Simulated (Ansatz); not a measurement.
Reaction (formal exchange of groups at the Si–O bond): `O[SiH2][CH2][GeH3]` + `CI` → `C[SiH2][CH2][GeH3]` + `OI`

Program: Ansatz. Geometries: PBE0-D4/def2-TZVP. ΔE: electronic, gas phase. CBS: MP2 limit from def2 TZ/QZ plus the TZ coupled-cluster correction, frozen cores. Functionals use def2-TZVPP. B3LYP here is the variant with VWN-RPA as its local correlation; programs differ in this. Elements past krypton have def2 core potentials. For Ge, I outer-core shells are correlated without core-valence functions, which leaves a few kJ/mol of doubt a bond. Scalar relativity is left out up to krypton. Each species was taken in one conformer, which may not be the lowest.

```tsv
level	ΔE (eV)
r2SCAN-D4	1.98
PBE	1.83
r2SCAN	1.99
B3LYP	1.97
CCSD/def2-TZVPP	2.10
MP2/def2-QZVPP	2.15
MP2/CBS(def2)	2.15
CCSD/CBS(def2)	2.08
```

Question: What does CCSD(T)/CBS give? (Best estimate.)

Answer: Ansatz gave: +2.04 eV. The listed levels differ from it by -0.06, -0.21, -0.05, -0.07, 0.06, 0.11, 0.11, 0.04 eV.

Largest T1 diagnostic among the species: 0.011.

The D4 term adds −0.04 eV with B3LYP and −0.02 eV with PBE0; it sums over pairs of atoms, weighted by their polarisabilities, and B3LYP, whose exchange is more repulsive, gets the larger term. From PBE to PBE0 (25 % exact exchange), in def2-TZVPP and without D4, ΔE moves by +0.15 eV. In def2-TZVPP, CCSD(T) changes the Hartree–Fock value by −0.26 eV (the triples alone add −0.04 eV) and MP2 by −0.15 eV.

CCSD(T)/CBS has its own doubt, a few kJ/mol and more with outer-core shells, so smaller differences from it don't rank the levels.
